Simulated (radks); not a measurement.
The numbers below are computed, except where a source is named.
Q: Neutral manganese, [Ar] 3d5 4s2. Level of theory: non-relativistic Kohn-Sham, LDA (Slater exchange, Perdew-Wang correlation), spin-polarised, spherical densities, point nucleus (a radial shooting solver on a logarithmic mesh with Libxc functionals). Every spin shell is full or empty, so the densities are truly spherical. Functionals are evaluated on that one density, not self-consistently. Rank these exchange functionals by their error against the exact value of the orbitals, and give that value: LDA, RPBE, PW86, AM05, SOGGA, G96, EV93, MS2, TASK, MVS.

A: Exact: -50.8170 hartree. From best to worst, with 100 (|E| - |E exact|)/|E exact| (equal figures are ties): MS2 -0.01, MVS +0.03, RPBE +0.14, G96 +0.44, PW86 +0.52, EV93 +0.70, TASK -2.72, SOGGA -2.76, AM05 -5.73, LDA -6.39.
